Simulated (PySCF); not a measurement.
C₅H₇F, SMILES C=C(F)/C=C/C.

Coordinates come from a PBE0-D3(BJ)/def2-SVP optimisation. One conformer was computed; it need not be the lowest.

Method: TDDFT-B3LYP/def2-SVPD run with PySCF.

Vertical excitations.  State labels are in the subgroup Cs.

Computed UV-visible absorptions:
```csv
state,symmetry,energy (eV),λ (nm),f,main pairs
S1,A',5.58,222,0.750,HOMO→LUMO 99 %
S2,A",6.12,203,0.002,HOMO→LUMO+1 94 %
S3,A",6.55,189,0.005,HOMO→LUMO+2 92 %
S4,A',6.69,185,0.024,"HOMO−1→LUMO 69 %, HOMO→LUMO+4 30 %"
S5,A",6.86,181,0.000,HOMO→LUMO+3 97 %
S6,A",7.30,170,0.018,HOMO→LUMO+5 96 %
S7,A",7.56,164,0.000,HOMO−2→LUMO 95 %
S8,A',7.75,160,0.002,"HOMO→LUMO+4 66 %, HOMO−1→LUMO 28 %"
S9,A",7.75,160,0.003,HOMO−3→LUMO 94 %
S10,A",8.12,153,0.000,HOMO→LUMO+6 87 %
T1,A',3.16,392,0,HOMO→LUMO 97 %
T2,A',5.03,247,0,"HOMO−1→LUMO 72 %, HOMO→LUMO+4 24 %"
T3,A",6.04,205,0,HOMO→LUMO+1 90 %
T4,A",6.47,192,0,HOMO→LUMO+2 89 %
```
Triplets are in the Tamm–Dancoff approximation, which puts them higher than full response would, so one can lie above its singlet here.
